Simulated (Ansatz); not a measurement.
The cluster Ag₂S. The state is a singlet with charge 0. Geometry relaxed at PBE-D4/def2-TZVP.

```xyz
3

Ag   -0.417   -1.308    0.823
Ag    1.350    0.781   -0.360
S    -0.934    0.528   -0.463
```

In the def2 sets Ag takes a core potential; there is no spin–orbit coupling. The relaxation made no stability test and no search for a lower SCF solution. The structure comes from a short search, and lower isomers may exist.

(1) Estimate the harmonic wavenumbers at RKS PBE-D4/def2-TZVP (Ansatz, unscaled). Is this a minimum?

Answers

(1) 65, 287, 346 cm⁻¹. Yes, no mode is imaginary beyond noise. Zero-point energy 4.2 kJ/mol. Run time 8 s (4 threads of Arm Neoverse V2 on a shared host).
